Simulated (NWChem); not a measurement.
Species: C4H5Si, doublet; SMILES [C]1=CC=C[SiH2]1

```xyz
10

C     -1.3776    -0.1312     0.0000
C     -0.7905    -1.3407     0.0000
C      0.7066    -1.2900     0.0000
C      1.3003    -0.0621     0.0000
Si    -0.0810     1.2312     0.0000
H     -1.3128    -2.3146     0.0000
H      1.2739    -2.2384     0.0000
H      2.3930     0.0630     0.0000
H     -0.1264     2.0988     1.2259
H     -0.1264     2.0988    -1.2259
```
Atoms are numbered in this order, from 1.

Computed with NWChem. Spin-unrestricted. In the optimisation the excess spin sits in a' (Cs, its own frame). Geometry: optimised at PBE-D3(BJ)/def2-SVP, spin-unrestricted. No frequency run checked for a minimum. No stability test was run on the SCF state. Level r2SCAN/def2-SVP: energy and gradient on several grids; changes count from the extra-fine grid, which is no exact limit either.

Problem. Which is the coarsest grid (fine; xcoarse; medium; xfine; coarse) from which on the energy stays within 100 μHa and each gradient component within 200 μHa/bohr of xfine?

Solution. fine.
| grid | size of the energy change (μHa) | largest change of a gradient component (μHa/bohr) | time, medium = 1 (rough) |
|---|---|---|---|
| xcoarse | 7000 | 4000 | about 1 |
| coarse | 1000 | 400 | about 1 |
| medium | 200 | 80 | about 1 |
| fine | < 10 | 50 | about 1 |
| xfine | < 10 | < 30 | 3 |
